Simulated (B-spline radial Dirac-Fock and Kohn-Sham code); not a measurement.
# The M5 (3d5/2) hole of iridium ions: width and yield against charge

The computed values come from a radial finite-basis atomic code: independent-particle radiative and Coulomb Auger rates from relativistic LDA hole-state orbitals, with Dirac-Fock energies. Tabulated ground configurations, configuration averages; single configurations, so decays that open only by mixing (as 1s 2s² with 1s 2p² in Be-like ions) are missing and such tiny yields are far too low.

```csv
ion,configuration,radiative (eV),non-radiative (eV),yield
Ir,[Xe] 4f14 5d7 6s2,0.0485,2.11,0.0225
Ir⁺,[Xe] 4f14 5d7 6s1,0.0485,2.11,0.0225
Ir²⁺,[Xe] 4f14 5d7,0.0485,2.12,0.0224
Ir³⁺,[Xe] 4f14 5d6,0.0486,2.11,0.0225
Ir⁴⁺,[Xe] 4f14 5d5,0.0487,2.11,0.0226
Ir⁵⁺,[Xe] 4f14 5d4,0.0488,2.10,0.0227
Ir⁶⁺,[Xe] 4f14 5d3,0.0489,2.10,0.0228
Ir⁷⁺,[Xe] 4f14 5d2,0.0491,2.09,0.0229
```
